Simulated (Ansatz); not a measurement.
System: tribromo(chloro)germane, sum formula GeBr3Cl (charge 0, singlet). 
Coordinates optimised at B3LYP-D3(BJ)/def2-TZVP (Ansatz, a quantum-chemistry and plane-wave program):
```
Ge
Cl 1 2.1437
Br 1 2.2977 2 109.00
Br 1 2.2977 2 109.00 3 -120.00
Br 1 2.2977 2 109.00 4 -120.00
```
Charge 0, spin multiplicity 1.

Wanted: atomisation energy (electronic, to ground-state atoms), in kJ/mol. Correlated levels leave the core frozen unless marked. Open shells are spin-unrestricted. Spin-orbit coupling is left out. Frozen are the shells of the preceding noble gas and the d and f shells that filled before the atom's block. Non-relativistic. The coupled-cluster limit lacks core correlation, which all-electron functionals hold. CBS marks a two-point X^-3 extrapolation of the correlation energy; Hartree-Fock from the larger set.

```
level                         program  atomisation energy (kJ/mol)
---------------------  --------------  ---------------------------
HF/STO-3G                      Ansatz                       1233.9
PBE-D3(BJ)/def2-TZVPD  Ansatz + dftd3                       1295.7
```

Task: Estimate the value at CCSD(T)/CBS(def2-TZVPPD,def2-QZVPPD) as computed with Ansatz.

Result: 1263.8 kJ/mol
